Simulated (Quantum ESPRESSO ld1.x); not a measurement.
The numbers below are computed, except where a source is named.
Q: These are the eigenvalues of the occupied orbitals of an atom or ion with whole-number occupations (eV). Level of theory: scalar-relativistic Kohn-Sham, LDA (Slater exchange, Perdew-Zunger correlation), spin-polarised, spherical densities, point nucleus (ld1.x of Quantum ESPRESSO 7.5).

| orbital | eigenvalue |
|---|---|
| 1s up | -27982.912 |
| 1s down | -27982.903 |
| 2s up | -4415.457 |
| 2s down | -4415.076 |
| 2p up | -3992.542 |
| 2p down | -3992.238 |
| 3s up | -1042.381 |
| 3s down | -1042.114 |
| 3p up | -903.907 |
| 3p down | -903.618 |
| 3d up | -689.460 |
| 3d down | -689.084 |
| 4s up | -352.044 |
| 4s down | -350.696 |
| 4p up | -306.766 |
| 4p down | -305.412 |
| 4d up | -238.076 |

Which element is it, and in what charge state? The configuration may be excited. Open shells, if any, are filled with parallel spins first.

A: Z = 49, indium, charge +12: In12+ in [Kr] 4d1. The list shows which subshells hold electrons but not how many an open one holds; the 1s level, -1028.4 hartree, gives Z - s = 45.4 by -(Z - s)^2/2, which with screening and relativity narrows Z to a few neighbours, and the depths of the outer levels then fix element, charge and occupations together.
